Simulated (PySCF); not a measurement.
PySCF job for CH₈N₂OSi, SMILES N[Si@@H](O)NC, PBE/pcSseg-1. Coordinates come from a ωB97X-D3(BJ)/def2-SVP optimisation. The structure was generated by enumeration; whether it is a known compound was not checked. One conformer was computed; it need not be the lowest.

```python
import numpy as np
from pyscf import gto, scf, dft
from pyscf.prop.nmr import rks as nmr

mol = gto.M(
    atom='''
    C     2.03840587   -0.58580403    1.11285579
    N     1.17350141    0.19558023    0.25309803
    Si   -0.52108990   -0.01007165    0.04812934
    N    -1.15058728    1.51713027   -0.40950765
    O    -1.06813564   -1.00801215   -1.18046624
    H     1.43028382   -1.11528378    1.86401579
    H     2.75158092    0.04986725    1.66756807
    H     2.62571663   -1.35052633    0.56911853
    H     1.66311608    0.75545648   -0.43769731
    H    -0.96724261   -0.63744058    1.33290339
    H    -2.01958424    1.59505482   -0.92367658
    H    -0.89164187    2.37249200    0.06537550
    H    -1.14271908   -1.93866884   -0.94995573
    ''',
    basis='pcSseg-1',
    charge=0,
    spin=0,
    max_memory=1600,
    verbose=3,
)
mf = dft.RKS(mol, xc='pbe')
mf.grids.level = 3
mf.conv_tol = 1e-10
mf.max_cycle = 100
mf.kernel()
n = nmr.NMR(mf)
n.verbose = 2
n.max_cycle_cphf = 60
sigma = n.kernel()
print('atom   isotropic/ppm   span/ppm')
for i, s in enumerate(sigma):
    w = np.linalg.eigvalsh((s + s.T) / 2)
    print(f'{mol.atom_symbol(i):2s}{i + 1:3d} {w.mean():14.3f} {w[2] - w[0]:11.3f}')
```

Output:

```
converged SCF energy = -516.782985657453
atom   isotropic/ppm   span/ppm
C   1        150.392      59.400
N   2        212.319      77.116
Si  3        370.061      87.467
N   4        240.557      71.072
O   5        258.224      69.419
H   6         28.545       8.539
H   7         28.553      12.409
H   8         28.482      12.958
H   9         30.547      16.372
H  10         26.109       7.451
H  11         30.813      18.292
H  12         31.079      17.698
H  13         29.913      18.064
```

Self-consistency was reached.
